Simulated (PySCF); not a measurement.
# One molecule, several mistakes: CGeH7NO

Calculated results; nothing here was measured. The program is PySCF 2.14.0, an open-source quantum chemistry code, run on an isolated molecule that a program drew, which may never have been made. The molecule is CGeH7NO (charge 0, singlet), drawn as the SMILES string `[CH3][GeH]([NH2])[OH]`.

Each row is a Hartree-Fock (HF) and frozen-core CCSD(T) single point in the cc-pVDZ basis, meant for a local HF minimum. Run 1 is clean. Each other run has one planted mistake out of seven kinds, and not every kind appears here: one electron removed, one electron added, multiplicity raised by two, geometry at a saddle point, minimal basis STO-3G, one bond length entered in bohr, all coordinates scaled. The reference is restricted for singlets and unrestricted otherwise, and also for a bond in bohr. Adding or removing an electron swaps singlet and doublet. Electrons count all cores. HOMO and LUMO are orbital energies over both spins, the gradient is its largest component, and the lowest frequency (negative if imaginary) is given only where the gradient is small. Bond lengths are over the 10 bonds as drawn. T1 is the CCSD diagnostic: over 0.02 (restricted) or 0.045 (unrestricted) a single reference is doubtful. Germanium has the cc-pVDZ-PP basis, with a core potential (ECP10MDF) in place of its 10 inner electrons, and its 3s, 3p and 3d shells are frozen in CCSD(T).

Geometry of the clean run:
```xyz
11
CGeH7NO, angstrom
C    -0.9107    0.2339   -0.9602
Ge   -1.7401    0.3577    0.7844
N    -0.9596    1.6991    1.7560
O    -1.4943   -1.2602    1.5068
H    -1.3545   -0.5835   -1.5301
H     0.1575    0.0378   -0.8484
H    -1.0418    1.1674   -1.5096
H    -3.2418    0.6634    0.7676
H     0.0227    1.5802    1.9365
H    -1.4137    1.9292    2.6228
H    -1.9041   -1.3985    2.3478
```

```
run  electrons  basis functions  <S^2>  HOMO (eV)  LUMO (eV)  gradient (hartree/bohr)  lowest frequency (cm^-1)  mean bond (Å)  longest bond (Å)      T1  HF (hartree)  CCSD(T) (hartree)                     mistake
  1         60              100  0.000     -10.92       4.54                  3.8e-05                       105         1.3319             1.936  0.0109    -464.68049         -465.34624                    no fault
  2         59              100  0.762     -16.97      -6.33                  7.8e-02                         -         1.3319             1.936  0.0270    -464.37124         -465.00192        one electron removed
  3         60              100  0.000     -10.79       4.28                  3.4e-02                         -         1.3838             2.011  0.0119    -464.66539         -465.34167      all coordinates scaled
  4         60              100  2.009      -2.70       0.24                  5.3e-02                         -         1.3319             1.936  0.0211    -464.45476         -465.10316  multiplicity raised by two
  5         60              100  0.822     -10.97       2.85                  2.3e-02                         -         1.4160             1.936  0.0524    -464.55087         -465.20318                           ?
```

**Which mistake was planted in run 5, and what did it cost?**

The mean bond changes by a factor of 1.063 and the longest by 1.000, so the molecule wasn't scaled as a whole. A length L in bohr read as angstrom grows by (1/0.5292 - 1) L = 0.890 L. The 10 bonds together grew by 10 x 0.0841 = 0.841 Å, which gives L = 0.945 Å. That is bond O4-H11, 0.946 Å in the clean geometry. So the mistake is: one bond length entered in bohr. Subtracting run 1 and multiplying by 627.51 kcal/mol a hartree, the energy moved by 81.3 kcal/mol in HF and 89.8 kcal/mol in CCSD(T).

Cautions from the logs. Run 5: T1 is over the limit, so its CCSD(T) energy is less reliable.
